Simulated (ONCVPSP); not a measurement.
Cutoff test, He (Z = 2), ONCV

```json
{
  "Element": "He",
  "Generator": "ONCVPSP 4.0.1",
  "Type": "optimised norm-conserving Vanderbilt (ONCV)",
  "Functional": "PBE",
  "Relativity": "scalar-relativistic",
  "Frozen core": "none",
  "Valence charge": "2",
  "Reference configuration": "1s2",
  "Partial waves": "1s: rc 0.45 bohr, ncon 4, nbas 9, qcut 15 1/bohr, local; p scattering state at 0.38 Ha: rc 0.45 bohr, ncon 4, nbas 7, qcut 18.8 1/bohr, 2 projectors, debl 3.3 Ha",
  "Local potential": "the s channel",
  "Core correction": "none"
}
```

For each optimised wave give the share of its norm inside rc, the residual kinetic energy above qcut (Ha) and the cutoffs (Ha) for errors of 10, 1, 0.1 and 0.01 mHa per electron.

```csv
wave,norm inside rc,residual KE,10 mHa,1 mHa,0.1 mHa,0.01 mHa
1s,0.202,3.7e-04,56.0,94.2,269.6,1094.2
p projector 1,0.001,4.6e-08,2.1,7.9,23.7,57.9
p projector 2,0.012,7.6e-07,12.2,31.6,70.3,122.6
```

The occupied waves need 94 Ha and 270 Ha for 1 and 0.1 mHa. Rows with under 1 % of the norm inside rc give no meaningful cutoff.
